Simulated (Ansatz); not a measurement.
The same carbene extrusion along the group N, As, Sb.

Gas-phase electronic energies from Ansatz, PBE0-D4/def2-TZVP geometries. CBS: MP2 limit from def2 TZ/QZ plus the TZ coupled-cluster correction, frozen cores. This one scheme is used for every species. Triplets are unrestricted, without spin–orbit coupling. Elements past krypton have def2 core potentials. For As, Sb outer-core shells are correlated without core-valence functions, which leaves a few kJ/mol of doubt a bond. Scalar relativity is left out up to krypton.

**Question.** Order these by ΔE at CCSD(T)/CBS, lowest first. (Estimate.)
A. `[CH3][SbH][SiH3]` → `[CH2]` (triplet) + `[SiH3][SbH2]`
B. `CN[SiH3]` → `[CH2]` (triplet) + `N[SiH3]`
C. `C[AsH][SiH3]` → `[CH2]` (triplet) + `[SiH3][AsH2]`

**Answer.** B (+94.3 kcal/mol), C (+106.2 kcal/mol), A (+108.7 kcal/mol).

Largest T1 diagnostic: 0.014, for `[SiH3][SbH2]`.
